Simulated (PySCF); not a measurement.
**Nuclear quadrupole coupling in `CC(C)CC(=O)O[SiH3]`**

C5H12O2Si.
Structure used (PBE0-D3(BJ)/def2-SVP), in Å, numbered top down from 1:
```xyz
20
C5H12O2Si angstrom
C     -2.5862    0.9194   -0.4217
C     -1.4363    0.1229    0.1825
C     -1.5885   -1.3698   -0.0896
C     -0.0985    0.6452   -0.3291
C      1.0967    0.1257    0.4178
O      1.0671   -0.4282    1.4906
O      2.2538    0.3588   -0.2130
Si     3.6781   -0.1606    0.6010
H     -2.6037    0.8191   -1.5200
H     -2.5054    1.9923   -0.1860
H     -3.5560    0.5641   -0.0415
H     -1.4414    0.2690    1.2764
H     -2.5431   -1.7476    0.3076
H     -1.5749   -1.5746   -1.1736
H     -0.7795   -1.9459    0.3824
H     -0.0484    1.7463   -0.2502
H      0.0435    0.4266   -1.4009
H      3.8231    0.5458    1.9008
H      3.6730   -1.6377    0.7669
H      4.7572    0.2522   -0.3355
```

Field gradients from the PBE0/pcSseg-1 density (PySCF, non-relativistic), principal values in atomic units, ordered |Vxx| ≤ |Vyy| ≤ |Vzz|:

```tsv
atom	Vxx	Vyy	Vzz
O6	0.6335	0.9084	-1.5418
O7	-0.6679	-0.6835	1.3514
```

Task: Find the asymmetry η = (Vxx − Vyy)/Vzz and the couplings χ = eQV/h (234.96 MHz × Q in barn × V in au), with Q(17O) = −0.0256 b.

Result: 
```
atom                               environment  nucleus     η  χzz (MHz)  χxx (MHz)  χyy (MHz)
  O6                           carbonyl oxygen      17O  0.18       9.27      -3.81      -5.46
  O7  oxygen singly bound to a carbonyl carbon      17O  0.01      -8.13       4.02       4.11
```

The gradient is axial or nearly so (η below 0.05) at O7. 

Task: What is Vzz at O6 in SI units (1 au = 9.71736 × 10²¹ V/m²)?

Result: -1.5418 au = -14.983 × 10²¹ V/m².

Task: And the gradient at the other heavy atoms, for which no coupling is worked out here?

Result: 
```
atom                    environment  Vzz (au)     η
  C1                  methyl carbon     0.036  0.30
  C2                  sp3 CH carbon    -0.076  0.90
  C3                  methyl carbon     0.052  0.67
  C4  sp3 carbon next to a carbonyl     0.083  0.32
  C5                carbonyl carbon     0.434  0.98
 Si8           oxygen-bound silicon     0.719  0.11
```

Task: What couplings would deuterons (Q(2H) = 0.00286 b) have in place of the hydrogens, at this geometry?

Result: 
```json
{"atom": "H9", "bonded to": "C1", "bond length (Å)": "1.103", "Vzz (au)": "0.2877", "η": "0.02", "χzz (kHz)": "193"}
{"atom": "H10", "bonded to": "C1", "bond length (Å)": "1.101", "Vzz (au)": "0.2913", "η": "0.02", "χzz (kHz)": "196"}
{"atom": "H11", "bonded to": "C1", "bond length (Å)": "1.101", "Vzz (au)": "0.2923", "η": "0.02", "χzz (kHz)": "196"}
{"atom": "H12", "bonded to": "C2", "bond length (Å)": "1.104", "Vzz (au)": "0.2776", "η": "0.03", "χzz (kHz)": "187"}
{"atom": "H13", "bonded to": "C3", "bond length (Å)": "1.101", "Vzz (au)": "0.2928", "η": "0.03", "χzz (kHz)": "197"}
{"atom": "H14", "bonded to": "C3", "bond length (Å)": "1.103", "Vzz (au)": "0.2880", "η": "0.03", "χzz (kHz)": "194"}
{"atom": "H15", "bonded to": "C3", "bond length (Å)": "1.100", "Vzz (au)": "0.2901", "η": "0.02", "χzz (kHz)": "195"}
{"atom": "H16", "bonded to": "C4", "bond length (Å)": "1.105", "Vzz (au)": "0.2813", "η": "0.05", "χzz (kHz)": "189"}
{"atom": "H17", "bonded to": "C4", "bond length (Å)": "1.103", "Vzz (au)": "0.2823", "η": "0.04", "χzz (kHz)": "190"}
{"atom": "H18", "bonded to": "Si8", "bond length (Å)": "1.486", "Vzz (au)": "0.1419", "η": "0.06", "χzz (kHz)": "95"}
{"atom": "H19", "bonded to": "Si8", "bond length (Å)": "1.486", "Vzz (au)": "0.1419", "η": "0.06", "χzz (kHz)": "95"}
{"atom": "H20", "bonded to": "Si8", "bond length (Å)": "1.487", "Vzz (au)": "0.1408", "η": "0.03", "χzz (kHz)": "95"}
```

The structure is a single PBE0-D3(BJ)/def2-SVP conformer in the gas phase; no vibrational or solvent corrections. A larger basis could move these couplings by a tenth or more.
